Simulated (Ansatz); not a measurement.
`CO[SiH](C)C#N` + H₂ → `CO[SiH2]C#N` + CH₄ at 400 K and 1 bar (hydrogenolysis of the Si–C bond).

Isolated molecules relaxed with PBE0-D4/def2-TZVP in Ansatz; ΔE leaves out vibrations. CCSD(T)/CBS is the MP2 limit (def2-TZVPP, def2-QZVPP) plus CCSD(T) − MP2 in def2-TZVPP, frozen cores. This one scheme is used for every species. Each species was taken in one conformer, which may not be the lowest.

```tsv
species	CCSD(T)/CBS energy (Eh)	H − E (kJ/mol)	S (J/(mol·K))
`CO[SiH](C)C#N`	-537.36905	294.2	424.2
H₂	-1.17544	38.0	139.0
`CO[SiH2]C#N`	-498.08666	211.3	378.0
CH₄	-40.46206	131.3	197.2
```

H − E and S are ideal-gas, rigid-rotor, harmonic terms from PBE0-D4/def2-TZVP, for one conformer and one mirror image of each species. For small species the MP2-based limit differs from directly extrapolated CCSD(T) by up to some mEh (0.8 for H₂); such offsets cancel only in part. 1 Eh = 2625.50 kJ/mol, R = 8.31446 J/(mol·K).

Q: By hand: ΔE, ΔH, ΔS and ΔG.

A: ΔE = (-498.08666) + (-40.46206) − (-537.36905) − (-1.17544) = -0.00423 Eh = -11.1 kJ/mol. Δ(H − E) = 211.3 + 131.3 − 294.2 − 38.0 = 10.4, so ΔH = -0.7 kJ/mol. ΔS = 378.0 + 197.2 − 424.2 − 139.0 = 12.0 J/(mol·K). ΔG = -0.7 − 400 × (12.0)/1000 = -5.5 kJ/mol.

Q: By hand: the equilibrium constant, and the temperature at which ΔG would vanish if ΔH and ΔS stayed fixed.

A: log₁₀ K = −ΔG/(RT ln 10) = 0.7. ΔH and −TΔS have one sign here, so there is no such temperature. One of them is within its doubt of zero, so this could turn.

TΔS isn't small against ΔH here. The sign of ΔG lies within the doubt. A doubt of 5 kJ/mol in ΔE shifts log₁₀ K by 0.7 here. Other conformers and mirror images would add mixing entropy, several J/(mol·K) or more a flexible species. These are equilibria of isolated gas molecules and say nothing of rates. Largest T1 diagnostic: 0.012 (customary marks: 0.02 for closed shells, 0.045 for open ones).
